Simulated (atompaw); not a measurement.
Ranking PAW (atompaw) potentials for Cs

All share these settings but for the change named:

atompaw 4.2.0.5 input, output lines left out:

```
Cs 55
LDA-PW scalarrelativistic loggrid 2001 logderivrange -4 5 226
6 6 5 0 0 0
6 0 1
6 1 0
5 2 0
0 0 0
c
c
c
c
v
v
c
c
c
v
v
c
c
v
2
3.00 2.30 2.85 2.30
n
n
y
3.2
n
custom polynom vanderbiltortho sinc
3 0 ultrasoft
2.20
2.60
3.00
3.00
3.00
3.00
```

Cutoff: the first of the cutoffs (Ry, on a coarse ladder) from which the occupation-weighted sum of valence levels, in a spherical-Bessel basis at the reference potential, stays within 10 and 1 mRy of its value at 400 Ry; the density cutoff is not measured.

The base gives 8 Ry.

Of 9 variants that were run, those that failed, showed a ghost or another fault, or gave nearly equal values are left out.

A variant can come out equal or close to the base.

Rank these variants from softest to hardest (loose cutoff).
A. waves 5s (bound); 6s (bound); 5p (bound); 6p (bound); 5d (bound); 5d channel at 3.2 Ry; augmentation sinc compensation charge, radius 2.30 bohr; PAW radius 3.00 bohr; waves and projectors: bloechl
B. augmentation sinc compensation charge, radius 2.30 bohr; PAW radius 3.00 bohr; waves and projectors: custom rrkj gramschmidtortho
C. all radii scaled by about 1.07 (s 2.36, p 3.22, d 3.22 bohr); local potential ultrasoft scheme with l = 3 at 0 Ry, radius 3.06 bohr; augmentation sinc compensation charge, radius 2.46 bohr; PAW radius 3.22 bohr; waves and projectors: custom polynom vanderbiltortho; core correction smooth core density matched at 2.46 bohr

C (8 Ry), B (10 Ry), A (12 Ry).
